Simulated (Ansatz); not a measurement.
CCl3 (SMILES Cl[C-](Cl)Cl), charge -1, singlet, at a GFN2-xTB geometry (a gas-phase anion, which may not be bound at this level); B3LYP/pcseg-1 run with Ansatz (an electronic-structure program).

Ansatz was given this input:
Ansatz 0.2 input:
```yaml
crystal:
  periodic: [false, false, false]
  atoms:
    - {symbol: C, position_ang: [-0.01109338, -0.01005188, 0.65819826]}
    - {symbol: Cl, position_ang: [0.00076126, 1.66832402, -0.05198398]}
    - {symbol: Cl, position_ang: [1.44532711, -0.83228868, -0.06582593]}
    - {symbol: Cl, position_ang: [-1.44217306, -0.83248762, -0.11449536]}
basis:
  gaussian:
    orbitals: pcseg-1.json
    occupation: {up: {"A'": 18, "A''": 11}, down: {"A'": 18, "A''": 11}}
hamiltonian:
  xc: b3lyp
total_charge: -1
```
The basis file holds pcseg-1 in the JSON format of the Basis Set Exchange.

### Question
Write the output that Ansatz gives for this input, abridged.

### Answer

```
Functional definition: B3LYP
the irreps are read with x along [-0.011, -0.019, 1.000], y along [-0.866, 0.500, 0.000] and z along [-0.500, -0.866, -0.022] of the geometry given
654 factors; integrals over basis functions are off by at most 9.6e-4 eV
mean field evaluation 1: about -38603.7586 eV, gradient 1.7e1 eV
mean field evaluation 2: about -38604.4432 eV, gradient 5.1e-1 eV
mean field evaluation 4: about -38604.5384 eV, gradient 3.1e-3 eV
mean field evaluation 8: about -38604.5384 eV, gradient 8.3e-7 eV
mean field -38604.53841900 eV, -1418.6906198022 hartree, gradient 8.2e-7 eV, S^2 0.000000; 0 other end points of the search recorded, 0 dependent functions left out
reference -38604.53862120 eV, -1418.6906272328 hartree; 29, 29 occupied and 39, 39 virtual orbitals, 654 factors
Total energy: -38604.53862120 eV, -1418.6906272328 hartree
```
